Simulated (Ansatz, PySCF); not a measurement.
System: BaCl$_{2}$ (charge 0, singlet). 
Structure (B3LYP-D3(BJ)/def2-TZVP (Ansatz, a program for electronic structure) minimum search):
```
Ba
Cl 1 2.7413
Cl 1 2.7413 2 127.36
```

Total electronic energies in hartree. Valence correlation only, unless marked. Spin-orbit coupling is left out. The frozen core is the preceding noble-gas configuration, with the filled d and f shells of earlier blocks. The outer core of K, Ca and their heavier congeners is not correlated, a term that matters for these elements. In def2 rows, elements after Kr have scalar-relativistic effective core potentials. Basis-set limits of correlation are two-point, X^-3; Hartree-Fock from the larger set.

```json
[
 {"level": "HF/def2-TZVPD", "program": "PySCF", "energy (Eh)": "-944.33442"},
 {"level": "HF-D4/def2-TZVPD", "program": "PySCF + dftd4", "energy (Eh)": "-944.34047"},
 {"level": "M06-L/def2-TZVPD", "program": "PySCF", "energy (Eh)": "-946.09827"},
 {"level": "B97M-V/def2-TZVPD", "program": "Ansatz", "energy (Eh)": "-945.87385"},
 {"level": "PBE0-D4/def2-TZVPD", "program": "Ansatz + dftd4", "energy (Eh)": "-945.80090"},
 {"level": "PBE0/def2-QZVPP", "program": "Ansatz", "energy (Eh)": "-945.82823"},
 {"level": "r2SCANh-D4/def2-TZVPD", "program": "Ansatz + dftd4", "energy (Eh)": "-946.04230"},
 {"level": "MP2/def2-TZVPP", "program": "Ansatz", "energy (Eh)": "-944.73752"},
 {"level": "CCSD(T)/CBS(def2-TZVPPD,def2-QZVPPD)", "program": "Ansatz", "energy (Eh)": "-944.8971"}
]
```

Totals of different functionals don't rank their quality; only differences between species are comparable.
